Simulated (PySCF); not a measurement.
# Exercise with solution: oscillator strength and radiative lifetime

C₃H₆O₂Si, SMILES O1C=C[C@H]1[SiH2]O.

Coordinates come from a B3LYP-D3(BJ)/def2-SVP optimisation. The structure was generated by enumeration; whether it is a known compound was not checked. Other conformers were not sampled.

TDA-CAM-B3LYP/def2-SVPD (PySCF 2.14.0) puts the first singlet state with f over 0.02 at 6.06 eV (vertical), with the transition dipole (0.371, -0.213, 0.030) in atomic units.

Problem. Find the oscillator strength, the wavelength and the radiative lifetime that this transition would have in vacuum if emission retraced absorption.

Solution. 
|μ|² = 0.1839 au, so |μ| = 1.09 D. ΔE = 6.06/27.211 = 0.2227 hartree. f = (2/3) ΔE |μ|² = 0.027 (the program prints 0.027).
λ = 1239.84/6.06 = 205 nm; ν = 48877 cm⁻¹.
Einstein's coefficient A = 0.6670 ν² f s⁻¹ (ν in cm⁻¹) = 4.4e7 s⁻¹, so τ = 1/A = 23 ns. This state is S1. The figure is the radiative limit of this one transition; relaxation, internal conversion, crossing to triplets and a medium change what is measured.
